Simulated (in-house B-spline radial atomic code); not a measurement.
P³⁺: [Ne] 3s2

All numbers are computed (non-relativistic SCAN, spin-polarised, spherical fractional occupations; point nucleus) with a B-spline radial code for spherical atoms, not measured.

Effective charges: Z_r = [3n² - l(l+1)]/(2<r>) from the radius, Z_e = n√(-2ε) from the energy, and Slater's rules. Values are occupation-weighted means over spin.

```json
{"shell": "1s", "electrons": "2", "ε (eV)": "-2129.9", "<r> (bohr)": "0.104", "Z_r": "14.42", "Z_e": "12.51", "Slater": "14.70"}
{"shell": "2s", "electrons": "2", "ε (eV)": "-215.99", "<r> (bohr)": "0.5181", "Z_r": "11.58", "Z_e": "7.97", "Slater": "10.85"}
{"shell": "2p", "electrons": "6", "ε (eV)": "-165.55", "<r> (bohr)": "0.4825", "Z_r": "10.36", "Z_e": "6.98", "Slater": "10.85"}
{"shell": "3s", "electrons": "2", "ε (eV)": "-45.749", "<r> (bohr)": "1.682", "Z_r": "8.02", "Z_e": "5.50", "Slater": "5.85"}
```

The least bound orbital is 3s at -45.75 eV, and it is also the most diffuse (<r> = 1.682 bohr).
